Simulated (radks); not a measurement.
All-electron atom: Cd16+ in [Ar] 3d10 4s2 4p2. Calculated with a radial shooting solver on a logarithmic mesh with Libxc functionals: scalar-relativistic Kohn-Sham, LB94 model potential, spin-polarised, spherical densities, finite nucleus; open shells are filled with parallel spins first (spin-orbit coupling, left out, can overturn this in heavy ions); Fermi nuclear charge, rms radius 4.6087 fm.

Radial electron density D(r) = 4 pi r^2 rho(r):

r (bohr),D(r) (e/bohr),spin D(r)
0.003179,9.557,-0.000128
0.004074,13.95,-0.0000619
0.005221,19.89,0.000221
0.00669,27.48,0.00106
0.008573,36.53,0.00323
0.01099,46.19,0.00840
0.01408,54.92,0.0200
0.01804,60.60,0.0441
0.02312,61.50,0.0908
0.02963,57.93,0.172
0.03796,53.57,0.295
0.04865,54.37,0.438
0.06234,63.36,0.535
0.07989,74.95,0.477
0.1024,77.12,0.228
0.1312,65.28,0.0139
0.1681,52.57,0.261
0.2154,54.19,0.964
0.2761,61.42,1.21
0.3538,52.74,0.410
0.4533,30.20,0.0706
0.5809,14.26,1.73
0.7444,8.991,3.37
0.954,5.096,2.57
1.222,1.469,0.841
1.567,0.1670,0.106
2.007,0.006024,0.00424

D(r) has 3 maxima, at r = 0.0213, 0.0938, 0.283 bohr, and minima at 0.0421, 0.185 bohr, inside which lie 2.01, 11.20 electrons.
